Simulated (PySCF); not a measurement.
Te(NH2)(GeH3) (GeH5NTe), SMILES [Te]([GeH3])N.

Coordinates come from a PBE-D3(BJ)/def2-SVP optimisation. This is a generated structure with no PubChem entry under its InChIKey; it may be hypothetical. The def2 effective core potentials stand for the cores of Te; spin–orbit coupling is left out. The values are those of a single conformer.

Two levels are set side by side: PBE/def2-TZVPD (PySCF) and B3LYP/def2-TZVPD (PySCF). Same geometry, gas phase. Differences are taken from unrounded values.

```
quantity                     B3LYP
---------------------------  -----
orbital gap (eV)              4.24
highest occupied level (eV)  -6.07
lowest empty level (eV)      -1.83
dipole moment (D)             0.80
mean polarisability (bohr³)   90.8
```

Problem. What does PBE give, and how far is it from B3LYP? (An estimate is asked for; the answer gives what the named calculation found.)

Solution. 
```
quantity                       PBE  PBE minus B3LYP
---------------------------  -----  ---------------
orbital gap (eV)              2.83            -1.41
highest occupied level (eV)  -5.25             0.83
lowest empty level (eV)      -2.41            -0.58
dipole moment (D)             0.85             0.05
mean polarisability (bohr³)   93.0              2.2
```

PBE's occupied levels lie high since its potential decays too fast outside the molecule; exact exchange lowers them and widens the gap. Differences between two approximate levels are no errors against the true value.

Rough cost on one machine, each run with all the roots and properties that it gave: B3LYP against PBE within a factor of 2.
